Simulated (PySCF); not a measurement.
# EPR parameters of C6H8F3

Species: C₆H₈F₃ (doublet state).
Atom-mapped SMILES: `[CH3:1]/[CH:2]=[C:3]/[C@H:4]([F:5])[CH2:6][CH:7]([F:8])[F:9]` (hydrogens: H10, H11, H12 on C1; H13 on C2; H14 on C4; H15, H16 on C6; H17 on C7)

Cartesian coordinates in Å at the GFN2-xTB level; atoms count from 1:
```
atom  x, y, z in Å
C1    -3.219    0.668   -0.239
C2    -2.021   -0.232   -0.197
C3    -0.785    0.136   -0.286
C4     0.580   -0.364   -0.292
F5     0.600   -1.770   -0.135
C6     1.413    0.239    0.842
C7     2.853   -0.242    0.772
F8     3.554    0.199    1.845
F9     3.475    0.270   -0.320
H10   -3.822    0.525    0.657
H11   -2.919    1.709   -0.306
H12   -3.835    0.420   -1.102
H13   -2.277   -1.293   -0.090
H14    1.061   -0.183   -1.263
H15    1.396    1.326    0.762
H16    0.993   -0.059    1.804
H17    2.947   -1.338    0.731
```

The hyperfine couplings belong to this conformer and change with its torsions.

Computed with UKS B3LYP, pcH-1 on C F H, non-relativistic, mean-field spin-orbit, GIAO in PySCF. The structure is a single GFN2-xTB conformer in the gas phase; no vibrational or solvent corrections. The geometry wasn't refined by DFT: couplings that depend on bond lengths, twists or pyramidal angles can differ widely from those at the functional's own minimum. Stability of the SCF solution: not tested.

- g1, g2, g3: 2.00171, 2.00213, 2.00280
- g_iso: 2.00221
- Form of g: rhombic: the two nearest values differ by 38 % of g3 − g1
- ⟨S²⟩: 0.7584 (exact 0.7500)
- α and β electrons: 36, 35
- HOMO–LUMO gap, α and β orbitals: 6.89, 4.54 eV

Hyperfine couplings atom by atom, in MHz; T1 to T3 are the principal values of the dipolar part:

```tsv
atom	isotope	a_iso	T1	T2	T3	Mulliken spin population
C1	13C	59.5	-4.8	-4.2	9.1	0.04
C2	13C	-13.7	-17.8	2.6	15.3	-0.16
C3	13C	249.5	-80.0	-59.9	140.0	0.98
C4	13C	65.1	-5.1	-3.2	8.3	-0.01
F5	19F	211.6	-125.8	-116.2	242.0	0.05
C6	13C	7.3	-1.8	-0.7	2.5	0.00
C7	13C	0.8	-0.4	-0.4	0.8	0.00
F8	19F	0.2	-1.1	-0.9	2.0	0.00
F9	19F	0.3	-1.2	-0.8	2.0	0.00
H10	1H	-8.4	-2.7	-2.3	5.0	0.00
H11	1H	-4.1	-5.8	-2.2	8.0	0.01
H12	1H	-9.2	-2.8	-2.3	5.1	0.00
H13	1H	171.5	-5.1	-1.6	6.7	0.09
H14	1H	7.9	-7.7	-4.1	11.8	0.00
H15	1H	5.6	-4.8	-2.8	7.6	0.00
H16	1H	0.3	-3.1	-2.8	5.9	0.00
H17	1H	0.5	-1.3	-0.9	2.1	0.00
```

The largest Mulliken spin populations are on C3 (+0.98), C2 (-0.16) and H13 (+0.09). C3 is the only atom above +0.15.

Under fast tumbling the dipolar parts average out, and these isotropic splittings remain: 1 × 19F (F5, I = 1/2, 2 lines) with 7.55 mT, 1 × 1H (H13, I = 1/2, 2 lines) with 6.12 mT, 1 × 1H (H14, I = 1/2, 2 lines) with 0.28 mT, 3 × 1H (H10/H11/H12, I = 1/2, 4 lines) with 0.26 mT and 1 × 1H (H15, I = 1/2, 2 lines) with 0.20 mT.

Means are taken over nuclei equivalent by connectivity, which assumes that they swap fast. The three 1H nuclei of mean -7.3 MHz run from -9.2 to -4.1 MHz in the frozen geometry.

The 13C coupling of C3 (249.5 MHz) shows only in satellite lines or after enrichment, since that isotope makes up about 1.07 % of natural carbon.

Examples of negative spin density at the nucleus (bohr⁻³): C2 (-0.0122).
